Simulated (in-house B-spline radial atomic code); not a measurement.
Inner-shell binding energies (edges) and X-ray emission energies of free atoms and ions, as differences of relaxed hole-state energies with first-order Breit, QED and recoil terms, without correlation or multiplet splittings, in NIST's listed ground configurations. For neutral atoms such line energies lie within some 1 to 5 eV of tabulated X-ray lines (up to 20 eV for the heaviest). K = 1s, L1 = 2s, L2 = 2p1/2, L3 = 2p3/2, M3 = 3p3/2. A dash marks a subshell that is part filled or wasn't run, or a line left out. Computed with a B-spline radial code for spherical atoms: Dirac-Hartree-Fock, average of the configuration, finite nuclei.

```csv
ion,configuration,K edge (eV),L1 edge (eV),L3 edge (eV),K-L3 (eV),K-L2 (eV),K-M3 (eV)
Hf4+,[Xe] 4f14,65391.3,11329.4,9611.61,55779.7,54601.3,63227.8
Ta4+,[Xe] 4f14 5d1,67462.8,11740.5,9933.33,57529.4,56273.6,65212.4
W4+,[Xe] 4f14 5d2,69575.6,12161.8,10260.8,59314.8,57977.3,67236.3
Re4+,[Xe] 4f14 5d3,71730.5,12593.3,10594,61136.5,59713.1,69300.3
Os4+,[Xe] 4f14 5d4,73927.8,13035.2,10932.9,62994.9,61480.9,71404.6
Ir4+,[Xe] 4f14 5d5,?,?,?,?,?,?
Pt4+,[Xe] 4f14 5d6,?,?,?,?,?,?
Au4+,[Xe] 4f14 5d7,80783.9,14425.8,11983.8,68800.2,66985.4,77970
Hg4+,[Xe] 4f14 5d8,83159.3,14911.6,12345.4,70813.9,68888.4,80244.6
Tl4+,[Xe] 4f14 5d9,?,?,?,?,?,?
Pb4+,[Xe] 4f14 5d10,88050.7,15918.2,13085.7,74965,72800.5,84928.4
```

Problem. Fill in the row of Ir4+.

Solution. K edge (eV): 76169; L1 edge (eV): 13487.9; L3 edge (eV): 11277.5; K-L3 (eV): 64891.5; K-L2 (eV): 63282.3; K-M3 (eV): 73550.9.

Problem. Fill in the row of Pt4+.

Solution. K edge (eV): 78453.9; L1 edge (eV): 13951.3; L3 edge (eV): 11627.8; K-L3 (eV): 66826.2; K-L2 (eV): 65116.8; K-M3 (eV): 75738.9.

Problem. Fill in the row of Tl4+.

Solution. K edge (eV): 85581.5; L1 edge (eV): 15409; L3 edge (eV): 12712.7; K-L3 (eV): 72868.7; K-L2 (eV): 70826.7; K-M3 (eV): 82563.9.
